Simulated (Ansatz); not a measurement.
`C[NH][Al]([CH3])[Cl]` + H₂ → `C[NH][AlH][Cl]` + CH₄ at 500 K and 1 bar (hydrogenolysis of the Al–C bond).

Computed with Ansatz on PBE0-D4/def2-TZVP structures; ΔE is electronic, products minus reactants. CCSD(T)/CBS adds triple-zeta CCSD(T) − MP2 to the extrapolated MP2 energy (def2 sets, frozen cores). This one scheme is used for every species. One conformer a species, not always the lowest.

```
               species  CCSD(T)/CBS energy (Eh)  H − E (kJ/mol)  S (J/(mol·K))
`C[NH][Al]([CH3])[Cl]`               -836.93186           293.6          449.4
                    H₂                 -1.17544            41.0          145.5
      `C[NH][AlH][Cl]`               -797.65353           205.8          382.4
                   CH₄                -40.46206           135.6          206.8
```

H − E and S are ideal-gas, rigid-rotor, harmonic terms from PBE0-D4/def2-TZVP, for one conformer and one mirror image of each species. The MP2-based limit puts H₂ 0.8 mEh under its directly extrapolated value; such offsets cancel only in part. 1 Eh = 2625.50 kJ/mol, R = 8.31446 J/(mol·K).

Question: By hand: ΔE, ΔH, ΔS and ΔG.

Answer: ΔE = (-797.65353) + (-40.46206) − (-836.93186) − (-1.17544) = -0.00829 Eh = -21.8 kJ/mol. Δ(H − E) = 205.8 + 135.6 − 293.6 − 41.0 = 6.8, so ΔH = -15.0 kJ/mol. ΔS = 382.4 + 206.8 − 449.4 − 145.5 = -5.7 J/(mol·K). ΔG = -15.0 − 500 × (-5.7)/1000 = -12.2 kJ/mol.

Question: By hand: the equilibrium constant, and the temperature at which ΔG would vanish if ΔH and ΔS stayed fixed.

Answer: log₁₀ K = −ΔG/(RT ln 10) = 1.3. ΔG = 0 at ΔH/ΔS = 2632 K, far beyond where these terms or the molecules hold.

The number of gas molecules stays the same, so ΔS is small and ΔH decides. A doubt of 5 kJ/mol in ΔE shifts log₁₀ K by 0.5 here. Other conformers and mirror images would add mixing entropy, several J/(mol·K) or more a flexible species. Modes under 60 cm⁻¹, often nearly free rotors, make the harmonic entropy too high. These are equilibria of isolated gas molecules and say nothing of rates. Largest T1 diagnostic: 0.010 (customary marks: 0.02 for closed shells, 0.045 for open ones).
